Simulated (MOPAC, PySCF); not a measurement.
CHNO, SMILES `OC#N`, neutral singlet in the gas phase. 

Cartesian coordinates (Å):
SMILES: OC#N
```xyz
4

N      1.6088    -0.2053     0.0025
C      0.4886     0.0697     0.0008
O     -0.7507     0.4498    -0.0010
H     -1.3467    -0.3142    -0.0023
```
Charge 0, spin multiplicity 1.

All levels are single points at this geometry (B3LYP-D3(BJ)/def2-TZVP); Pople sets use spherical d functions. Orbital energies aren't observables, and empty levels follow the basis.

| level | HOMO (eV) | LUMO (eV) | gap (eV) | dipole (D) | vertical IE, Delta-SCF (eV) |
|---|---|---|---|---|---|
| B3LYP-D3(BJ)/def2-TZVP in PySCF | -8.78 | -0.83 | 7.95 | 4.01 | 11.98 |
| PBE-D3(BJ)/def2-TZVP in PySCF | -7.55 | -1.33 | 6.21 | 3.99 | 11.83 |
| B3LYP/3-21G in PySCF | -8.23 | 0.67 | 8.90 | 3.80 | – |
| B3LYP/6-311+G** in PySCF | -8.87 | -1.27 | 7.61 | 3.98 | – |
| HF/3-21G in PySCF | -12.25 | 5.14 | 17.39 | 3.89 | – |
| HF/6-31G* in PySCF | -12.32 | 4.29 | 16.61 | 4.07 | 10.88 |
| HF/STO-3G in PySCF | -10.10 | 9.75 | 19.85 | 3.16 | – |
| PM3 in MOPAC | -11.83 | 0.98 | 12.82 | 3.31 | – |
| PM7 in MOPAC | -12.18 | 0.64 | 12.83 | 3.51 | – |
